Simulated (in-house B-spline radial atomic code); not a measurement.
**One electron outside the [Xe] 4f14 core: Re VII (Re6+)**

Computed with an all-electron radial atomic-structure program (B-spline basis), no-pair Dirac-Coulomb Hamiltonian, finite nucleus. Rungs: frozen-core Dirac-Hartree-Fock (DHF); Brueckner orbitals from the second-order correlation potential; the same with the Coulomb interaction screened by the core and the hole-particle interaction summed; Breit and QED terms from differences of relaxed Dirac-Fock atoms, where computed. Partial waves beyond l = 6 are extrapolated. The tables show a selection of states; those near core-excited levels, with erratic corrections or far from their DHF start are never shown.

The lowest nd levels tend to come out too strongly bound in this method, by some 0.05 to 0.2 eV for each d electron where measurements exist, which shifts their lines and rates.

Command:
```bash
python run_mb.py task.json out
```
Settings (nuclear radius in fm, box in bohr, cutoff in hartree):
```
basis_form          2
Z                   75
core_configuration  [Xe] 4f14
rms_radius          5.3698
mass_number         187
speed_of_light      137.036
box_radius          41.429
lmax                6
intervals           67
virtual_cutoff      11250.0
```

Run time, properties included: 3.4 min on 1 thread of Intel(R) Xeon(R) 6975P-C (shared host).

Removal energies (eV):

```csv
state,DHF,second order,screened,Breit + QED,final
5d3/2,81.177,83.1814,82.9177,-0.0101,82.9076
5d5/2,79.8983,?,?,?,?
6s1/2,67.1618,?,?,?,?
6p1/2,57.769,59.2344,58.9154,-0.0569,58.8585
6p3/2,55.1627,56.418,56.1391,-0.0308,56.1082
```

Q: What does correlation do to 5d5/2?

A: It adds 1.857 eV to the removal energy in second order and 1.633 eV with screening; Breit and QED add 0.012 eV, for a final 81.5435 eV.

Q: What does correlation do to 6s1/2?

A: It adds 1.812 eV to the removal energy in second order and 1.381 eV with screening; Breit and QED add -0.0792 eV, for a final 68.4637 eV.

Q: How does the lowest state compare with the NIST ionisation energy?

A: 5d3/2 is bound by 82.9 eV, without recoil; NIST lists 82.71 ± 0.05 eV (semi-empirical), a difference of +0.2 eV.

Electric-dipole lines from 5d3/2 (reduced matrix elements in atomic units, length form, static core polarisation, sign of DHF taken positive):

```tsv
upper	DHF	+ core polarisation	+ Brueckner	λ (nm)	A (s⁻¹)
6p1/2	1.198	1.073	1.056	51.555	8.25e+09
6p3/2	0.4738	0.4335	0.4262	46.264	9.29e+08
```

Magnetic hyperfine constants per unit nuclear g factor (MHz, nucleus as a uniformly magnetised ball; they apply to isotopes with nuclear spin):

```
state    DHF  + core polarisation  + Brueckner
6s1/2  49830                55330        58160
6p1/2  12640                14030        15190
6p3/2   1370                 1847         1986
```

Q: What is the static scalar polarisability of 5d3/2?

A: 2.216 bohr³: 1.697 from the core and 0.519 from the valence electron, Pauli blocking included.
